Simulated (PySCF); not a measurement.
Computed shifts of a molecule C2H7NSi, PBE0/pcSseg-1 in PySCF, GIAO, gas phase, atoms alike by connectivity averaged where their shifts nearly agree, in ppm (number of nuclei): ¹³C: 45.2 (2). ¹⁵N: 44.3 (1). ²⁹Si: -20.7 (1). ¹H: 5.28 (2), 3.74 (2), 3.45 (2), 1.05 (1). References: ¹³C against TMS (σ = 186.3 ppm); ¹⁵N against NH3 (σ = 267.4 ppm); ²⁹Si against TMS (σ = 352.7 ppm); ¹H against TMS (σ = 31.56 ppm), references at their B3LYP-D3(BJ)/def2-TZVP geometries, non-relativistic. The structure is a stationary point at PBE-D3(BJ)/def2-SVP. The values are those of a single conformer.

Q: Pick the molecule that these values belong to.
(A) CN(C)[SiH]
(B) C/N=C\[SiH3]
(C) C1NC[SiH2]1
(D) C=C[SiH2]N

A: C, C1NC[SiH2]1
